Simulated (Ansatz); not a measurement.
Program: Ansatz. Geometries: PBE0-D4/def2-TZVP. ΔE: electronic, gas phase. CBS: MP2 limit from def2 TZ/QZ plus the TZ coupled-cluster correction, frozen cores. DFT in def2-TZVPP. Each species was taken in one conformer, which may not be the lowest.

Reaction (isomerisation): `C/C=C1\N[SiH2]O1` → `C=C1O[SiH2]C1N`

Problem. Is it downhill or uphill in electronic energy at CCSD(T)/CBS, and by how much? (Estimate.)

Solution. Ansatz gave: Uphill: ΔE = +87.4 kJ/mol.

Problem. What do these levels give: PBE-D4, PBE0-D4, ωB97X-V, LC-ωPBE, MP2/def2-SVP, CCSD/def2-SVP? (An estimate is asked.)

Solution. Ansatz gave: PBE-D4 80.2, PBE0-D4 86.5, ωB97X-V 87.8, LC-ωPBE 91.2, MP2/def2-SVP 90.5, CCSD/def2-SVP 87.1 kJ/mol.

Largest T1 diagnostic among the species: 0.012.

From BLYP to BHLYP (50 % exact exchange), in def2-TZVPP and without D4, ΔE moves by +11.5 kJ/mol. Leaving LDA and LC-ωPBE aside and taking each functional with its dispersion term where it has one, the values, not all of them listed here, spread over 14.9 kJ/mol, from revPBE-D4 to BHLYP-D4. LDA lies +4.1 kJ/mol from PBE without D4. In def2-TZVPP, CCSD(T) changes the Hartree–Fock value by −15.7 kJ/mol (the triples alone add −2.7 kJ/mol) and MP2 by −10.5 kJ/mol.
